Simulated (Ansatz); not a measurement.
Relaxation of BrFH7N3Zr (13 atoms, charge 0, multiplicity 1), to a largest force component of 0.03 eV/Å in at most 50 steps.

These are results of Ansatz, RKS PBE/def2-SVP, not measurements.

```xyz
13
Properties=species:S:1:pos:R:3
Zr -0.620 -0.261 -0.239
F 0.497 1.420 2.212
N 1.376 -0.445 0.056
H 2.084 -1.050 -0.374
H 1.803 0.110 0.810
N -1.011 1.563 -1.043
H -1.971 1.901 -1.201
H -0.364 2.339 -1.235
N -1.097 -1.617 -1.669
H -1.081 -2.629 -1.484
H -1.448 -1.472 -2.623
Br -2.137 -0.798 1.908
H -0.159 0.939 2.678
```

Q: Where does it end, and by what steps?

A: It converged. After 10 steps the energy has fallen by 0.249 eV; H13 moved furthest, 0.64 Å. Joined: Zr1–F2 (3.18 → 2.47 Å).

```
step  energy less start (eV)  largest force component (eV/Å)  accepted
   0                  0.0000                           0.500       yes
   1                 -0.0835                           0.388       yes
   2                 -0.1554                           0.292       yes
   3                 -0.2030                           0.282       yes
   4                 -0.2041                           0.403       yes
   5                 -0.2271                           0.568       yes
   6                 -0.2450                           0.157       yes
   7                 -0.2463                           0.179       yes
   8                 -0.2485                           0.052       yes
   9                 -0.2489                           0.039       yes
  10                 -0.2491                           0.027       yes
```

```xyz
13
Properties=species:S:1:pos:R:3
Zr -0.499 -0.108 -0.069
F 0.119 1.094 2.002
N 1.517 -0.392 -0.013
H 2.089 -1.005 -0.603
H 2.118 0.044 0.698
N -0.932 1.620 -1.044
H -1.896 1.963 -1.152
H -0.296 2.338 -1.410
N -1.059 -1.524 -1.417
H -1.051 -2.537 -1.238
H -1.457 -1.374 -2.351
Br -2.132 -0.746 1.981
H -0.649 0.628 2.410
```

Whether the end is a true minimum wasn't checked by a vibrational analysis.

The run took 46 s on 4 threads of Intel(R) Xeon(R) Platinum 8259CL CPU @ 2.50GHz (Skylake/Cascade Lake), on a shared host, peak memory 0.28 GiB.
